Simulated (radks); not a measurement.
Problem. Species: Ta4+. Configuration: [Xe] 4f14 5d1. Calculated with a radial shooting solver on a logarithmic mesh with Libxc functionals: Dirac Kohn-Sham, LDA (Slater exchange, VWN5 correlation), spin-unpolarised, spherical densities, finite nucleus; open shells fill j = l - 1/2 first; Fermi nuclear charge, rms radius 5.3507 fm. Some entries of the table are withheld. Estimate them.

orbital  occ.  eigenvalue (hartree)  <r> (bohr)  r(max) (bohr)
1s1/2       2             -2471.008     0.01868        0.01169
2s1/2       2                   (1)     0.07840        0.06710
2p1/2       2             -407.0730         (2)        0.04993
2p3/2       4             -360.4479         (3)        0.05667
3s1/2       2             -98.67840         (4)         0.1891
3p1/2       2             -90.38913      0.1944         0.1771
3p3/2       4             -80.35414      0.2090         0.1910
3d3/2       4             -66.27196      0.1830            (5)
3d5/2       6             -64.08394      0.1875            (6)
4s1/2       2             -21.33025      0.4590         0.4295
4p1/2       2             -17.91019      0.4646         0.4294
4p3/2       4             -15.59146      0.4980         0.4589
4d3/2       4              -9.95209      0.5167         0.4563
4d5/2       6              -9.52608      0.5282         0.4658
5s1/2       2              -4.22189       1.091         0.9867
5p1/2       2              -3.21261       1.197          1.059
5p3/2       4              -2.87319       1.292          1.142
4f5/2       6              -2.50741      0.6295            (7)
4f7/2       8              -2.43410      0.6397            (8)
5d3/2       1              -1.54092       1.709          1.441
5d5/2       0              -1.50589       1.747          1.475

Solution. 
(1) 2s1/2 eigenvalue (hartree): -425.6337
(2) 2p1/2 <r> (bohr): 0.06489
(3) 2p3/2 <r> (bohr): 0.07273
(4) 3s1/2 <r> (bohr): 0.2045
(5) 3d3/2 r(max) (bohr): 0.1496
(6) 3d5/2 r(max) (bohr): 0.1535
(7) 4f5/2 r(max) (bohr): 0.4378
(8) 4f7/2 r(max) (bohr): 0.4430
